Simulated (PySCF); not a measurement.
Species: C₇H₁₀O.
Numbering: `[O:1]=[C:2]([CH:3]1[CH2:4][CH2:5]1)[CH:6]1[CH2:7][CH2:8]1` (hydrogens: H9 on C3; H10, H11 on C4; H12, H13 on C5; H14 on C6; H15, H16 on C7; H17, H18 on C8)

Torsions of this conformer, `[O:1]=[C:2]([CH:3]1[CH2:4][CH2:5]1)[CH:6]1[CH2:7][CH2:8]1`: O1–C2–C3–C4 33°, O1–C2–C6–C7 -34°.

The closed-shell ground state was solved at several levels (PySCF, density fitting, gas phase, non-relativistic). Geometry: PBE0-D3(BJ)/def2-TZVP, one conformer, isolated molecule.

| level | basis functions | HOMO (eV) | LUMO (eV) | gap (eV) | dipole (D) |
| --- | --- | --- | --- | --- | --- |
| wB97X-D/pcSseg-2 | 428 | -9.12 | 1.35 | 10.47 | 2.79 |
| PBE0/pcSseg-2 | 428 | -7.21 | -0.47 | 6.74 | 2.75 |
| KT3/pcSseg-2 | 428 | -5.77 | -1.44 | 4.33 | 2.61 |

(1) Estimate the row for B97-2/pcSseg-2, a basis of 428 functions; the other rows only guide the guess.

(2) Over all these levels, which gives the widest orbital gap and which the narrowest?

(3) In the pcSseg-2 basis, how does the gap go with the fixed share of exact exchange?

(4) How far do the dipole and the HOMO energy spread over the levels?

Answers

(1) HOMO -6.91 eV, LUMO -0.52 eV, gap 6.39 eV, dipole 2.74 D.

(2) wB97X-D/pcSseg-2 (range-separated hybrid) has the widest, 10.47 eV, and KT3/pcSseg-2 (GGA) the narrowest, 4.33 eV. From the narrowest to the widest the HOMO moves by -3.35 eV and the LUMO by +2.79 eV.

(3) KT3 (0 %) 4.33 eV; B97-2 (21 %) 6.39 eV; PBE0 (25 %) 6.74 eV. Each rise in the share widens the gap here.

(4) The dipole runs from 2.61 to 2.79 D (mean 2.72 D) and the HOMO from -9.12 to -5.77 eV.
